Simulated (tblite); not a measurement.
Species: C5H14OSeSi.
SMILES with atom numbers: `[CH3:1][Se:2][CH2:3][C:4]([CH3:5])([CH3:6])[SiH2:7][OH:8]` (hydrogens: H9, H10, H11 on C1; H12, H13 on C3; H14, H15, H16 on C5; H17, H18, H19 on C6; H20, H21 on Si7; H22 on O8)

Computed with GFN2-xTB (tblite), gas phase: L-BFGS steps from a force-field or distance-geometry start until the largest atomic force falls under 0.01 eV/Å.

At the end of the run (lengths in Å): Si7–O8 1.625, Se2–C3 1.990, C5–H15 1.094, O8–H22 0.953, C3–H12 1.093, C1–H11 1.088, C1–Se2 1.948, C1–Se2–C3 95.2°, C4–Si7–O8 104.3°, C3–C4–C5 109.6°, C3–C4–Si7 108.6°, C1–Se2–C3–C4 -173°, Se2–C3–C4–C5 -58°, C3–C4–Si7–O8 57°, H17–C6–C4–C3 -61°, H9–C1–Se2–C3 -177°.

Task: These geometries were met on the way; a selection of coordinates is given. Order them by energy above the end point, lowest first.
A. Si7–O8 1.623, Se2–C3 1.989, C5–H15 1.093, O8–H22 0.952, C3–H12 1.091, C1–H11 1.089, C1–Se2 1.958, C1–Se2–C3 96.2°, C4–Si7–O8 104.6°, C3–C4–C5 108.0°, C3–C4–Si7 107.3°, C1–Se2–C3–C4 -159°, Se2–C3–C4–C5 -60°, C3–C4–Si7–O8 88°, H17–C6–C4–C3 -118°, H9–C1–Se2–C3 142°
B. Si7–O8 1.611, Se2–C3 1.977, C5–H15 1.084, O8–H22 0.952, C3–H12 1.080, C1–H11 1.076, C1–Se2 1.981, C1–Se2–C3 104.0°, C4–Si7–O8 111.6°, C3–C4–C5 115.4°, C3–C4–Si7 105.0°, C1–Se2–C3–C4 -157°, Se2–C3–C4–C5 -58°, C3–C4–Si7–O8 99°, H17–C6–C4–C3 -125°, H9–C1–Se2–C3 132°
C. Si7–O8 1.622, Se2–C3 1.993, C5–H15 1.092, O8–H22 0.952, C3–H12 1.093, C1–H11 1.088, C1–Se2 1.949, C1–Se2–C3 96.6°, C4–Si7–O8 103.9°, C3–C4–C5 108.6°, C3–C4–Si7 108.6°, C1–Se2–C3–C4 -163°, Se2–C3–C4–C5 -63°, C3–C4–Si7–O8 63°, H17–C6–C4–C3 -117°, H9–C1–Se2–C3 -178°
D. Si7–O8 1.733, Se2–C3 1.912, C5–H15 1.134, O8–H22 0.992, C3–H12 1.126, C1–H11 1.121, C1–Se2 1.958, C1–Se2–C3 107.0°, C4–Si7–O8 110.2°, C3–C4–C5 113.0°, C3–C4–Si7 105.1°, C1–Se2–C3–C4 -155°, Se2–C3–C4–C5 -61°, C3–C4–Si7–O8 99°, H17–C6–C4–C3 -124°, H9–C1–Se2–C3 130°
E. Si7–O8 1.623, Se2–C3 1.980, C5–H15 1.090, O8–H22 0.953, C3–H12 1.091, C1–H11 1.086, C1–Se2 1.976, C1–Se2–C3 101.2°, C4–Si7–O8 108.7°, C3–C4–C5 111.8°, C3–C4–Si7 106.4°, C1–Se2–C3–C4 -156°, Se2–C3–C4–C5 -56°, C3–C4–Si7–O8 98°, H17–C6–C4–C3 -119°, H9–C1–Se2–C3 133°

Result: C (0.155 eV), A (0.252 eV), E (0.407 eV), B (0.669 eV), D (1.140 eV).

```tsv
step	E above end (eV)	rms distance from the end, all atoms (Å)	largest force (eV/Å)	rms shift of all bonds from the end (Å)
77	0.155	0.388	0.098	0.004
33	0.252	0.601	0.114	0.004
9	0.407	0.658	0.275	0.012
2	0.669	0.678	0.922	0.011
0	1.140	0.687	2.831	0.037
```

Rows stand in the order of the answer.
